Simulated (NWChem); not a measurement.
CH$_{2}$O$_{3}$Si; SMILES O=C1O[SiH2]O1

```xyz
7

O      0.0000     0.0000     2.1126
C      0.0000     0.0000     0.9211
O      0.0000     1.1006     0.0651
Si     0.0000     0.0000    -1.2670
O      0.0000    -1.1006     0.0651
H     -1.2519     0.0000    -2.0766
H      1.2519     0.0000    -2.0766
```
Atoms are numbered in this order, from 1.

Program: NWChem. Pople sets run with spherical d functions. Structure relaxed at the PBE-D3(BJ)/def2-SVP level. Atomic charges in e: unrestrained fits to the electrostatic potential beside Mulliken populations; buried atoms are poorly determined by the fit.

For level B3LYP/def2-SVP:

```yaml
Mulliken O1: -0.15
ESP C2: 0.88
Mulliken C2: 0.37
Mulliken O3: -0.41
ESP Si4: 0.98
Mulliken Si4: 0.74
Mulliken O5: -0.41
```

### Question
How do the values read with level Hartree-Fock/6-31G* instead?

### Answer
- Mulliken O1: -0.53
- ESP C2: 0.99
- Mulliken C2: 1.11
- Mulliken O3: -0.76
- ESP Si4: 1.12
- Mulliken Si4: 1.18
- Mulliken O5: -0.76
